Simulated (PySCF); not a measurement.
## The second ionisation energy along group 15

All values are computed (PySCF 2.14, energy differences of UHF-based or UKS calculations, no spin-orbit coupling). Values in eV. The last column holds reference values (NIST; (s) semi-empirical, (t) theoretical, else measured). Unmarked ones compare directly (S terms, centres of terms, or small fine structure); those marked * lie between the lowest fine-structure levels and include a spin-orbit shift.

```json
{"element": "N (aug-cc-pVDZ, non-relativistic)", "configurations": "[He] 2s2 2p2 → [He] 2s2 2p1", "LDA": "30.087", "MP2 (valence)": "29.462", "SCS-MP2 (valence)": "29.358", "PBE": "29.961", "PBE0": "29.959", "r2SCAN": "30.171", "reference": "29.601 (s) *"}
{"element": "P (aug-cc-pV(D+d)Z, non-relativistic)", "configurations": "[Ne] 3s2 3p2 → [Ne] 3s2 3p1", "LDA": "19.832", "MP2 (valence)": "19.496", "SCS-MP2 (valence)": "19.415", "PBE": "19.800", "PBE0": "19.830", "r2SCAN": "19.947", "reference": "19.769 (s) *"}
{"element": "As (aug-cc-pVDZ-PP with ECP10MDF, ECP)", "configurations": "[Ar] 3d10 4s2 4p2 → [Ar] 3d10 4s2 4p1", "LDA": "18.573", "MP2 (valence)": "18.237", "SCS-MP2 (valence)": "18.171", "PBE": "18.438", "PBE0": "18.504", "r2SCAN": "18.679", "reference": "18.589 *"}
{"element": "Sb (aug-cc-pVDZ-PP with ECP28MDF, ECP)", "configurations": "[Kr] 4d10 5s2 5p2 → [Kr] 4d10 5s2 5p1", "LDA": "16.647", "MP2 (valence)": "16.220", "SCS-MP2 (valence)": "16.165", "PBE": "16.471", "PBE0": "16.530", "r2SCAN": "16.650", "reference": "16.626 ± 0.025 *"}
{"element": "Bi (aug-cc-pVDZ-PP with ECP60MDF, ECP)", "configurations": "[Xe] 4f14 5d10 6s2 6p2 → [Xe] 4f14 5d10 6s2 6p1", "LDA": "15.977", "MP2 (valence)": "15.491", "SCS-MP2 (valence)": "15.442", "PBE": "15.765", "PBE0": "15.821", "r2SCAN": "15.905", "reference": "16.703 *"}
```

For Bi a determinant mixes LS terms or the coupling is close to jj, so these rows are model values.

"Valence" correlates the outer s and p shells and, in groups 3 to 12 and the f block, the outer d or f shell, open or full, or the next shell where the ion has no valence electron left; the wider scheme adds the next inner shell.
